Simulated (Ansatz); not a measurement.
```yaml
crystal:
  periodic: [false, false, false]
  atoms:
    - {symbol: C, position_ang: [-1.195159, 0.209537, 0.537760]}
    - {symbol: B, position_ang: [0.018952, 0.395434, -0.427935]}
    - {symbol: N, position_ang: [1.098823, -0.723715, -0.036778]}
    - {symbol: Cl, position_ang: [-0.340564, 0.023200, -2.148450]}
    - {symbol: Cl, position_ang: [0.873979, 1.954680, -0.193723]}
    - {symbol: h, position_ang: [-1.953378, 1.014205, 0.339201]}
    - {symbol: H, position_ang: [-0.915563, 0.427620, 1.606165]}
    - {symbol: H, position_ang: [-1.693733, -0.723846, 0.551777]}
    - {symbol: H, position_ang: [1.951419, -0.570729, -0.693977]}
    - {symbol: H, position_ang: [1.574153, -0.574761, 0.857024]}
    - {symbol: H, position_ang: [0.773627, -1.654827, -0.202418]}
basis:
  gaussian: {orbitals: def2-SVPD, final_grid: {core_spheres: 5, valence_spheres: 4, degree: 11}}
hamiltonian: {xc: {name: BLYP}}
accuracy: high
scf: {lower_state_search: light}
output: {forces: true}
```

```sh
$ ansatz run in.yaml --threads 4 --pin off --events-out ev --progress --plain --max-ram 10444MiB
```

Output, abridged:

```
Error: YAML parse error: error: line 9 column 16: `h` is not an element symbol (H … Og, case-exact)
 7 |     - {symbol: Cl, position_ang: [-0.340564, 0.023200, -2.148450]}
 8 |     - {symbol: Cl, position_ang: [0.873979, 1.954680, -0.193723]}
 9 |     - {symbol: h, position_ang: [-1.953378, 1.014205, 0.339201]}
10 |     - {symbol: H, position_ang: [-0.915563, 0.427620, 1.606165]}
11 |     - {symbol: H, position_ang: [-1.693733, -0.723846, 0.551777]}
```

In this input an element symbol is wrong. The program refused the input.
